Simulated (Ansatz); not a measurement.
C8H14O2 (`CCCC(C(C)=O)C(C)=O`), relaxed with RKS PBE-D4/def2-SVP in the Gaussian-basis code of Ansatz from a rough embedded geometry. The force threshold is 0.03 eV/Å; the program also tests the step.

Total charge 0; spin multiplicity 1.

Start:

```xyz
24

C    -2.709    0.836   -0.040
C    -1.944   -0.219   -0.831
C    -0.826   -0.881   -0.024
C     0.302    0.084    0.355
C     1.392   -0.634    1.147
C     1.977    0.182    2.262
O     1.765   -1.743    0.860
C     1.042    0.687   -0.838
C     1.425   -0.270   -1.927
O     1.343    1.855   -0.839
H    -3.079    0.421    0.895
H    -2.078    1.692    0.183
H    -3.560    1.191   -0.616
H    -2.641   -0.999   -1.147
H    -1.533    0.242   -1.731
H    -1.250   -1.283    0.900
H    -0.409   -1.721   -0.580
H    -0.085    0.911    0.954
H     2.837   -0.323    2.694
H     2.269    1.158    1.877
H     1.224    0.337    3.033
H     0.551   -0.529   -2.520
H     1.822   -1.184   -1.491
H     2.165    0.192   -2.576
```

```tsv
step	energy (eV)	largest force (eV/Å)	largest move (Å)
1	-12594.1178	1.144	0.000
2	-12594.2679	0.253	0.065
3	-12594.2801	0.203	0.046
4	-12594.2815	0.154	0.030
5	-12594.2837	0.075	0.042
6	-12594.2849	0.043	0.032
7	-12594.2851	0.038	0.019
8	-12594.2853	0.022	0.012
```

End:

```xyz
24

C    -2.708    0.864   -0.124
C    -1.975   -0.278   -0.834
C    -0.846   -0.920   -0.015
C     0.277    0.042    0.400
C     1.370   -0.675    1.218
C     2.064    0.173    2.260
O     1.669   -1.838    0.993
C     1.025    0.711   -0.778
C     1.415   -0.186   -1.933
O     1.332    1.891   -0.723
H    -3.109    0.537    0.859
H    -2.045    1.735    0.058
H    -3.563    1.229   -0.727
H    -2.703   -1.075   -1.098
H    -1.578    0.091   -1.805
H    -1.273   -1.362    0.912
H    -0.400   -1.774   -0.563
H    -0.110    0.886    1.004
H     2.936   -0.362    2.678
H     2.371    1.142    1.814
H     1.352    0.418    3.076
H     0.519   -0.463   -2.525
H     1.851   -1.134   -1.558
H     2.129    0.345   -2.589
```

Run time 22 s (4 threads of an AMD EPYC 7R13 on a shared host and a share of an NVIDIA H100 80 GB); peak host memory 1.4 GiB.
